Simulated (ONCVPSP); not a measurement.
# gold: one change to an ONCV potential, before and after

Au, optimised norm-conserving Vanderbilt (ONCV), made with ONCVPSP 4.0.1 (LDA (Perdew-Zunger), scalar-relativistic). Core [Kr] 4d10 4f14, reference 5s2 5p6 5d10 6s1. Waves: 5s+6s: rc 1.55 bohr, ncon 4, nbas 8, qcut 8.8 1/bohr, 2 projectors; 5p: rc 1.20 bohr, ncon 4, nbas 8, qcut 7.5 1/bohr, 1 projector; 5d: rc 1.75 bohr, ncon 5, nbas 9, qcut 10.8 1/bohr, 1 projector. Local part: polynomial inside 0.90 bohr (lpopt 5, dvloc0 -1 Ha). Core correction: Teter function, fcfact 5, rcfact 1.45.

Change: p: rc 1.46.

Cutoffs: the cutoffs (Ha) at which the residual kinetic energy of the hardest occupied pseudo-wave falls to 1 and 0.1 mHa per electron; they do not see the model core or the augmentation charge, which bear on the density cutoff. Errors are all-electron minus pseudo energies relative to the spin-unpolarised reference configuration.

Problem. What does the change do?

Solution. The potential gets softer (80 Ha and 140 Ha → 27 Ha and 37 Ha); both files keep a bound ghost (s); the number of tests with a reliable result goes from 4 to 3; of the 3 tests that both files solve, the error grows in 0 and shrinks in 1 by more than 15 % and 0.3 meV (median size 4.5 → 4.3 meV). A larger radius leaves more room for a smooth pseudo-wave, so fewer plane waves are needed.

| quantity | base | changed |
| --- | --- | --- |
| cutoff, loose | 80 Ha | 27 Ha |
| cutoff, tight | 140 Ha | 37 Ha |
| loose cutoff by channel | s 27 Ha, p 80 Ha, d 20 Ha | s 27 Ha, p 22 Ha, d 20 Ha |
| bound ghosts | s | s |
| GHOST(+) flags under 300 eV | p at 41.5 eV | p at 25.4 eV |
| tests with a reliable result | 4 of 4 | 3 of 4 |
| error for 5s2 5p6 5d10 6s0, meV [ΔE 9.77 eV] | -4.9 | -4.8 |
| error for 5s2 5p6 5d9 6s0, meV [ΔE 31.28 eV] | -4.5 | -4.3 |
| error for 5s2 5p6 5d8 6s0, meV [ΔE 65.44 eV] | -3.8 | -2.4 |
| s: phases at 1.58 bohr within 0.05 rad from the reference energy up to (Ha; the scan ends near 5) | to the end of the scan | to the end of the scan |
| d: phases at 1.78 bohr within 0.05 rad from the reference energy up to (Ha; the scan ends near 5) | 2.4 | 2.4 |
| rms error of d²Exc/dni dnj with the model core, mHa | 0.60 | 0.62 |

 A true bound ghost makes a file unfit for plane-wave use even where its test errors are small: the radial tests pick states by their node count and pass the ghost by.
